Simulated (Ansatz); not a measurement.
Ansatz results at the PBE0-D4/def2-TZVP geometry: zero-point energy (PBE0-D4/def2-TZVP) 142.6 kJ/mol; HOMO–LUMO gap (PBE0/def2-TZVPP) 6.16 eV; size of the dipole moment (PBE/def2-TZVPP) 2.90 D.

Each molecule was computed in one conformer, which needn't be the lowest.

Q: Which molecule gave them?
A. `[OH][Ti]([F])([F])[F]`
B. `O=C=[N][Ti]([N]=C=O)([N]=C=O)[N]=C=O`
C. `[NH2][Ti]([NH2])([F])[F]`
D. `[SH][Ti]([SH])([Cl])[Cl]`

A: C. The others give `O=C=[N][Ti]([N]=C=O)([N]=C=O)[N]=C=O`: 142.0, 5.46, 0.00; `[SH][Ti]([SH])([Cl])[Cl]`: 54.8, 4.76, 0.83; `[OH][Ti]([F])([F])[F]`: 51.0, 8.04, 2.43.
